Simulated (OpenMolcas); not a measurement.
A calculation on Ge.

```yaml
Program: OpenMolcas
Method: RASSCF
Basis: ANO-RCC-VTZP [6s5p3d1f]
Scalar_Hamiltonian: DKH2, point nucleus
Active_space: 4 electrons in 9 orbitals (RAS2 4s 4p; RAS3 4d, at most 2 electrons)
State_averaging: 2S+1 = 3 even, 3 roots; 2S+1 = 1 even, 6 roots; 2S+1 = 5 odd, 1 root; 2S+1 = 3 odd, 5 roots
Spin-orbit_coupling: state interaction with AMFI integrals over the reference wave functions, term energies averaged over their components
```

**Question.** Which level of the active space comes out lowest?

**Answer.** 4s² 4p² ³P₀, with 100 % of that term; it is also the measured ground level.

**Question.** How high does 4s² 4p² ¹D₂ lie?

**Answer.** 9457 cm⁻¹ above the lowest level; measured 7125 cm⁻¹ above the ground level, so the calculation is off by +33 %.

**Question.** How high does 4s 4p³ ⁵S°₂ lie?

**Answer.** 35584 cm⁻¹ above the lowest level; measured 41927 cm⁻¹ above the ground level, so the calculation is off by -15 %.

**Question.** How high does 4s² 4p² ¹S₀ lie?

**Answer.** 20394 cm⁻¹ above the lowest level; measured 16367 cm⁻¹ above the ground level, so the calculation is off by +25 %.

Measured values: NIST Handbook of Basic Atomic Spectroscopic Data.

Without dynamic correlation excited terms often stand tens of per cent too high (terms of higher spin than the ground term too low), and those without a measured partner can miss by more than the paired ones. Active for correlation alone: 4d; no level in the range computed is led by a configuration that fills it, so any true level of that kind is missing. Computed and measured levels are paired by configuration, term and J; levels that our copy of the source lacks, or whose pairing is in doubt (as where it misses far off the trend of its configuration), stay unpaired and out of the deviations. Levels of configurations outside the active space are missing.

° marks odd parity.
